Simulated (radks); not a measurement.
The mean radii <r> (bohr) of the occupied orbitals of an atom or ion are listed with their occupations. Method: scalar-relativistic Kohn-Sham, SCAN, spin-unpolarised, spherical densities, finite nucleus; meta-GGA in the generalised Kohn-Sham scheme; Fermi nuclear charge, rms radius of each element as measured or else 0.836 A^(1/3) + 0.57 fm; computed with a radial shooting solver on a logarithmic mesh with Libxc functionals.

| orbital | occ. | <r> |
|---|---|---|
| 1s | 2 | 0.02151 |
| 2s | 2 | 0.09145 |
| 2p | 6 | 0.08088 |
| 3s | 2 | 0.2390 |
| 3p | 6 | 0.2379 |
| 3d | 10 | 0.2166 |
| 4s | 2 | 0.5416 |
| 4p | 6 | 0.5737 |
| 4d | 10 | 0.6244 |
| 5s | 1 | 1.309 |
| 5p | 6 | 1.535 |
| 4f | 9 | 0.8696 |
| 5d | 1 | 2.341 |

Name the element and its charge.

Answer. Z = 65, terbium, charge +2: Tb2+ in [Kr] 4d10 4f9 5s1 5p6 5d1. The 1s radius gives Z: for a bare nucleus <r> = (2 gamma + 1)/(2Z) with gamma = sqrt(1 - (Z/c)^2), 0.02124 bohr for Z = 65, and screening makes it slightly larger (0.02151 here). The occupations add up to 63, and the charge is Z minus that.
